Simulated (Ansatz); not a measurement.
Ansatz (a program for electronic structure) input:

Ansatz 0.2 input:
```yaml
crystal:
  periodic: [false, false, false]
  atoms:
    - {symbol: C, position_ang: [0.03434502, -0.57922268, -0.11175593]}
    - {symbol: N, position_ang: [-1.15449918, -1.10532927, 0.07153505]}
    - {symbol: S, position_ang: [0.69612047, 0.86592196, -0.00741171]}
    - {symbol: H, position_ang: [-1.30630618, -2.09085571, -0.06953560]}
    - {symbol: H, position_ang: [-1.95619727, -0.55125461, 0.35791320]}
basis:
  gaussian:
    orbitals: def2-TZVP
hamiltonian:
  xc: {name: wB97X-V}
magnetization: {spin_polarized: true, initial_magnetization: 1}
relax: {f_tol: 0.003, max_steps: 100}
```

Question: Which total energy does the run end on?

Answer: -492.15045 Eh (wB97X-V/def2-TZVP). The basis has 111 functions.

It need not be the lowest isomer of its formula.
